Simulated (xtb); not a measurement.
Br3Pb (SMILES [Br][Pb-]([Br])[Br]), charge -1, singlet, from a rough starting geometry (GFN-xTB shapes and energies of metal compounds can be far from the true ones); GFN2-xTB (xtb 6.7.1).

Here is a job for xtb.
```
$ xtb mol.xyz --gfn 2 --chrg -1 --opt vtight --json

# file mol.xyz
4

Pb     0.00503359    -0.03589818     0.88287604
Br     0.60365614    -2.38173211    -0.28147536
Br     1.73862271     1.69750863    -0.29477540
Br    -2.34430248     0.64627406    -0.26799297
```

The log (banner, timings and long lists left out):

```
   ID    Z sym.   atoms
    1   82 Pb     1
    2   35 Br     2-4

           -------------------------------------------------
          |                Calculation Setup                |
           -------------------------------------------------

           -------------------------------------------------
          |                 G F N 2 - x T B                 |
           -------------------------------------------------

          ...................................................
          :                      SETUP                      :
          :.................................................:
          :  # basis functions                  34          :
          :  # atomic orbitals                  31          :
          :  # shells                           11          :
          :  # electrons                        26          :
          :  max. iterations                   250          :
          :  Hamiltonian                  GFN2-xTB          :
          :  restarted?                      false          :
          :  GBSA solvation                  false          :
          :  PC potential                    false          :
          :  electronic temp.          300.0000000     K    :
          :  accuracy                    1.0000000          :
          :  -> integral cutoff          0.2500000E+02      :
          :  -> integral neglect         0.1000000E-07      :
          :  -> SCF convergence          0.1000000E-05 Eh   :
          :  -> wf. convergence          0.1000000E-03 e    :
          :  Broyden damping             0.4000000          :
          :  net charge                         -1          :
          :  unpaired electrons                  0          :
          ...................................................

 iter      E             dE          RMSdq      gap      omega  full diag
   1    -15.0187795 -0.150188E+02  0.776E+00    5.75       0.0  T
   2    -15.0313324 -0.125529E-01  0.504E+00    5.18       1.0  T
   3    -15.0332802 -0.194775E-02  0.188E+00    5.12       1.0  T
   4    -15.0338215 -0.541305E-03  0.117E+00    5.12       1.0  T
   5    -15.0341754 -0.353927E-03  0.157E-01    5.13       1.0  T
   6    -15.0341766 -0.117285E-05  0.322E-02    5.13       1.6  T
   7    -15.0341769 -0.362829E-06  0.150E-02    5.13       3.3  T
   8    -15.0341770 -0.657082E-07  0.995E-03    5.13       5.0  T
   9    -15.0341771 -0.407673E-07  0.287E-03    5.13      17.4  T
  10    -15.0341771 -0.511997E-08  0.236E-03    5.13      21.2  T
  11    -15.0341771 -0.299368E-08  0.113E-03    5.13      44.4  T
  12    -15.0341771 -0.518154E-09  0.219E-04    5.13     228.7  T
  13    -15.0341771 -0.122196E-10  0.631E-05    5.13     792.6  T

   *** convergence criteria satisfied after 13 iterations ***

         :::::::::::::::::::::::::::::::::::::::::::::::::::::
         ::                     SUMMARY                     ::
         :::::::::::::::::::::::::::::::::::::::::::::::::::::
         :: total energy             -15.032923884214 Eh    ::
         :: gradient norm              0.005745841271 Eh/a0 ::
         :: HOMO-LUMO gap              5.128425866873 eV    ::
         ::.................................................::
         :: SCC energy               -15.034174372206 Eh    ::
         :: -> isotropic ES            0.151417219090 Eh    ::
         :: -> anisotropic ES         -0.003610058933 Eh    ::
         :: -> anisotropic XC         -0.015437772538 Eh    ::
         :: -> dispersion             -0.005138214512 Eh    ::
         :: repulsion energy           0.001250487992 Eh    ::
         :: add. restraining           0.000000000000 Eh    ::
         :: total charge              -1.000000000000 e     ::
         :::::::::::::::::::::::::::::::::::::::::::::::::::::

      -----------------------------------------------------------
     |                   =====================                   |
     |                        A N C O P T                        |
     |                   =====================                   |
     |               Approximate Normal Coordinate               |
     |                Rational Function Optimizer                |
      -----------------------------------------------------------
      -----------------------------------------------------------
     |                   =====================                   |
     |                        A N C O P T                        |
     |                   =====================                   |
     |               Approximate Normal Coordinate               |
     |                Rational Function Optimizer                |
      -----------------------------------------------------------

          ...................................................
          :                      SETUP                      :
          :.................................................:
          :   optimization level         verytight          :
          :   max. optcycles                   200          :
          :   ANC micro-cycles                  20          :
          :   degrees of freedom                 6          :
          :.................................................:
          :   RF solver                   davidson          :
          :   write xtbopt.log                true          :
          :   linear?                        false          :
          :   energy convergence         0.1000000E-06 Eh   :
          :   grad. convergence          0.2000000E-03 Eh/α :
          :   maxmium RF displ.          1.0000000          :
          :   Hlow (freq-cutoff)         0.1000000E-01      :
          :   Hmax (freq-cutoff)         5.0000000          :
          :   S6 in model hess.         20.0000000          :
          ...................................................

generating ANC from exact Hessian ...
Using Lindh-Hessian (1995)
 Shifting diagonal of input Hessian by    9.2716458547276743E-003
[...]
 * total energy  :   -15.0329239 Eh     change       -0.1804779E-11 Eh
 * total energy  :   -15.0305159 Eh     change        0.2407998E-02 Eh
 * total energy  :   -15.0330647 Eh     change       -0.2548833E-02 Eh
 * total energy  :   -15.0328784 Eh     change        0.1863008E-03 Eh
 * total energy  :   -15.0330531 Eh     change       -0.1747151E-03 Eh
 * total energy  :   -15.0330575 Eh     change       -0.4343356E-05 Eh
 * total energy  :   -15.0330192 Eh     change        0.3825051E-04 Eh
 * total energy  :   -15.0330683 Eh     change       -0.4903096E-04 Eh
 * total energy  :   -15.0330710 Eh     change       -0.2705702E-05 Eh
 * total energy  :   -15.0330747 Eh     change       -0.3711143E-05 Eh
 * total energy  :   -15.0330747 Eh     change       -0.4368429E-07 Eh
   *** GEOMETRY OPTIMIZATION CONVERGED AFTER 11 ITERATIONS ***
[...]
          :  -> wf. convergence          0.1000000E-03 e    :
          :  Broyden damping             0.4000000          :
          :  net charge                         -1          :
          :  unpaired electrons                  0          :
          ...................................................

 iter      E             dE          RMSdq      gap      omega  full diag
   1    -15.0344852 -0.150345E+02  0.209E-05    5.20       0.0  T
   2    -15.0344852 -0.710543E-14  0.129E-05    5.20    3876.9  T
   3    -15.0344852 -0.213163E-13  0.521E-06    5.20    9592.9  T

   *** convergence criteria satisfied after 3 iterations ***

         :::::::::::::::::::::::::::::::::::::::::::::::::::::
         ::                     SUMMARY                     ::
         :::::::::::::::::::::::::::::::::::::::::::::::::::::
         :: total energy             -15.033074718190 Eh    ::
         :: gradient norm              0.000078840741 Eh/a0 ::
         :: HOMO-LUMO gap              5.197937972246 eV    ::
         ::.................................................::
         :: SCC energy               -15.034482549925 Eh    ::
         :: -> isotropic ES            0.151043492217 Eh    ::
         :: -> anisotropic ES         -0.003698188224 Eh    ::
         :: -> anisotropic XC         -0.016321793758 Eh    ::
         :: -> dispersion             -0.005155191743 Eh    ::
         :: repulsion energy           0.001407831735 Eh    ::
         :: add. restraining           0.000000000000 Eh    ::
         :: total charge              -1.000000000000 e     ::
         :::::::::::::::::::::::::::::::::::::::::::::::::::::

           -------------------------------------------------
          |                Property Printout                |
           -------------------------------------------------

    * Orbital Energies and Occupations

         #    Occupation            Energy/Eh            Energy/eV
      -------------------------------------------------------------
         1        2.0000           -0.7483202             -20.3628
         2        2.0000           -0.6786080             -18.4659
         3        2.0000           -0.6785728             -18.4649
         4        2.0000           -0.6708219             -18.2540
         5        2.0000           -0.2957258              -8.0471
         6        2.0000           -0.2956930              -8.0462
         7        2.0000           -0.2808643              -7.6427
         8        2.0000           -0.2539918              -6.9115
         9        2.0000           -0.2539747              -6.9110
        10        2.0000           -0.2532154              -6.8903
        11        2.0000           -0.2531940              -6.8898
        12        2.0000           -0.2525058              -6.8710
        13        2.0000           -0.2510047              -6.8302 (HOMO)
        14                         -0.0599840              -1.6322 (LUMO)
        15                          0.0370971               1.0095
        16                          0.0372493               1.0136
        17                          0.2066100               5.6221
        18                          0.2066517               5.6233
        19                          0.2067342               5.6255
        20                          0.2067434               5.6258
        21                          0.2072411               5.6393
        22                          0.2175380               5.9195
        23                          0.2178209               5.9272
        24                          0.2178598               5.9283
       ...                                ...                  ...
        31                          0.4235123              11.5244
      -------------------------------------------------------------
                  HL-Gap            0.1910207 Eh            5.1979 eV
             Fermi-level           -0.1554944 Eh           -4.2312 eV

     #   Z          covCN         q      C6AA      α(0)
     1  82 Pb       2.586     0.593   462.321    42.563
     2  35 Br       0.862    -0.531   200.152    22.810
     3  35 Br       0.862    -0.531   200.149    22.810
     4  35 Br       0.862    -0.531   200.155    22.810

 Mol. C6AA /au·bohr⁶  :       4063.529718
 Mol. C8AA /au·bohr⁸  :     367167.220300
 Mol. α(0) /au        :        110.994076

Wiberg/Mayer (AO) data.
largest (>0.10) Wiberg bond orders for each atom

 ---------------------------------------------------------------------------
     #   Z sym  total        # sym  WBO       # sym  WBO       # sym  WBO
 ---------------------------------------------------------------------------
     1  82 Pb   2.128 --     3 Br   0.709     2 Br   0.709     4 Br   0.709
     2  35 Br   0.763 --     1 Pb   0.709
     3  35 Br   0.763 --     1 Pb   0.709
     4  35 Br   0.763 --     1 Pb   0.709
 ---------------------------------------------------------------------------

Topologies differ in total number of bonds
Writing topology from bond orders to xtbtopo.mol

molecular dipole:
                 x           y           z       tot (Debye)
 q only:        0.011       0.035       1.808
   full:        0.014       0.034       2.571       6.537
molecular quadrupole (traceless):
                xx          xy          yy          xz          yz          zz
 q only:       -8.989       0.003      -8.988       0.162      -0.101      17.977
  q+dip:      -14.490      -0.004     -14.497       0.265      -0.144      28.987
   full:      -14.092      -0.003     -14.098       0.257      -0.144      28.190

optimized geometry written to: xtbopt.xyz

           -------------------------------------------------
          | TOTAL ENERGY              -15.033074718190 Eh   |
          | GRADIENT NORM               0.000078840741 Eh/α |
          | HOMO-LUMO GAP               5.197937972246 eV   |
           -------------------------------------------------

normal termination of xtb
```
